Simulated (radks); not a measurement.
Results of a calculation; reference values are marked as such.
Charge is removed step by step from the 5d down level of the gold ion Au3+, starting from [Xe] 4f14 5d(up 5, down 3). Code: a radial shooting solver on a logarithmic mesh with Libxc functionals. Model: scalar-relativistic Kohn-Sham, r2SCAN, spin-polarised, spherical densities, finite nucleus; meta-GGA in the generalised Kohn-Sham scheme; Fermi nuclear charge, rms radius 5.4371 fm.

removed (e)	E - E(0) (eV)	eigenvalue (eV)	E minus straight line (eV)
0	0.000	-39.843	0.000
0.25	10.374	-43.183	-1.274
0.5	21.590	-46.575	-1.707
0.75	33.659	-50.016	-1.287
1	46.594	-53.504	0.000

Removing the whole electron costs 46.594 eV by Delta-SCF, against 39.843 eV from minus the eigenvalue at the starting occupation. Slater's transition state (half an electron removed) gives 46.575 eV. Integrating minus the eigenvalue over the occupation (Janak's theorem) gives 46.608 eV. In this scalar-relativistic scheme the density is built from large components alone, so the theorem holds only approximately. The mean slope of the eigenvalue, de/dn, is 13.7 eV per electron. Ionisation energy of Au3+ in the NIST Atomic Spectra Database: 45 eV (theoretical).
